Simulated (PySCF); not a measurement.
**Orbital picture of SrSb⁻**

PBE0 at R = 3.107 Å; basis Sr def2-SVPD with ECP28, Sb def2-SVPD with ECP28; scalar-relativistic core potentials; PySCF 2.14. State: ³Π (triplet), unpaired electrons σ ↑, π ↑. Only the outer orbitals are listed, counted within each symmetry, core potentials removing the inner ones.

```json
{"spin": "α", "orbital": "3π", "occ.": "1", "ε (eV)": "-20.97", "on Sr (%)": "100", "main shells (%)": "100 Sr p"}
{"spin": "α", "orbital": "3π", "occ.": "1", "ε (eV)": "-20.89", "on Sr (%)": "100", "main shells (%)": "100 Sr p"}
{"spin": "α", "orbital": "5σ", "occ.": "1", "ε (eV)": "-20.80", "on Sr (%)": "99", "main shells (%)": "99 Sr p"}
{"spin": "α", "orbital": "6σ", "occ.": "1", "ε (eV)": "-9.05", "on Sr (%)": "2", "main shells (%)": "97 Sb s"}
{"spin": "α", "orbital": "7σ", "occ.": "1", "ε (eV)": "-1.52", "on Sr (%)": "41", "main shells (%)": "58 Sb p, 36 Sr s"}
{"spin": "α", "orbital": "4π", "occ.": "1", "ε (eV)": "-1.23", "on Sr (%)": "13", "main shells (%)": "87 Sb p"}
{"spin": "α", "orbital": "4π", "occ.": "1", "ε (eV)": "-0.46", "on Sr (%)": "20", "main shells (%)": "81 Sb p, 11 Sr d, 9 Sr p"}
{"spin": "α", "orbital": "8σ", "occ.": "1", "ε (eV)": "-0.15", "on Sr (%)": "78", "main shells (%)": "43 Sr s, 30 Sr p, 17 Sb p"}
{"spin": "α", "orbital": "5π", "occ.": "0", "ε (eV)": "1.89", "on Sr (%)": "98", "main shells (%)": "78 Sr p, 20 Sr d"}
{"spin": "α", "orbital": "5π", "occ.": "0", "ε (eV)": "1.97", "on Sr (%)": "98", "main shells (%)": "75 Sr p, 24 Sr d"}
{"spin": "α", "orbital": "9σ", "occ.": "0", "ε (eV)": "2.21", "on Sr (%)": "106", "main shells (%)": "63 Sr p, 35 Sr d"}
{"spin": "β", "orbital": "3π", "occ.": "1", "ε (eV)": "-20.91", "on Sr (%)": "100", "main shells (%)": "100 Sr p"}
{"spin": "β", "orbital": "3π", "occ.": "1", "ε (eV)": "-20.87", "on Sr (%)": "100", "main shells (%)": "100 Sr p"}
{"spin": "β", "orbital": "5σ", "occ.": "1", "ε (eV)": "-20.69", "on Sr (%)": "100", "main shells (%)": "100 Sr p"}
{"spin": "β", "orbital": "6σ", "occ.": "1", "ε (eV)": "-7.83", "on Sr (%)": "3", "main shells (%)": "97 Sb s"}
{"spin": "β", "orbital": "7σ", "occ.": "1", "ε (eV)": "-0.63", "on Sr (%)": "66", "main shells (%)": "63 Sr s, 35 Sb p"}
{"spin": "β", "orbital": "4π", "occ.": "1", "ε (eV)": "-0.06", "on Sr (%)": "27", "main shells (%)": "73 Sb p, 14 Sr d, 13 Sr p"}
{"spin": "β", "orbital": "8σ", "occ.": "0", "ε (eV)": "1.47", "on Sr (%)": "61", "main shells (%)": "31 Sr p, 28 Sb p, 23 Sr s"}
{"spin": "β", "orbital": "4π", "occ.": "0", "ε (eV)": "1.54", "on Sr (%)": "42", "main shells (%)": "58 Sb p, 29 Sr p, 13 Sr d"}
{"spin": "β", "orbital": "5π", "occ.": "0", "ε (eV)": "2.31", "on Sr (%)": "97", "main shells (%)": "78 Sr p, 18 Sr d"}
```

Task: Which are the highest filled and the lowest empty level, where do they sit, and how wide is the gap?

Result: Highest filled β 4π at -0.06 eV (in %: 73 Sb p, 14 Sr d, 13 Sr p); lowest empty β 8σ at 1.47 eV (in %: 31 Sr p, 28 Sb p, 23 Sr s); the gap at PBE0 is 1.53 eV. An empty level above zero is unbound, and its energy depends on the basis.

```
bond order (Mayer)                                                                                                 : 1.77
⟨S²⟩                                                                                                               : 2.018
charge on Sr (Mulliken, basis-dependent)                                                                           : -0.48
charge on Sr (Löwdin, basis-dependent)                                                                             : -0.59
dipole moment (positive dipole points towards Sb; it is taken about the centre of mass and depends on that origin) : -0.18 D
polarisability along the bond                                                                                      : 492.0 bohr³
polarisability across the bond                                                                                     : 378.7 bohr³
```

Shares are Mulliken populations and can fall outside 0 to 100 %.

Spin–orbit coupling is left out. The state is the lowest determinant that a PBE0 search found; another state may lie lower at other levels.
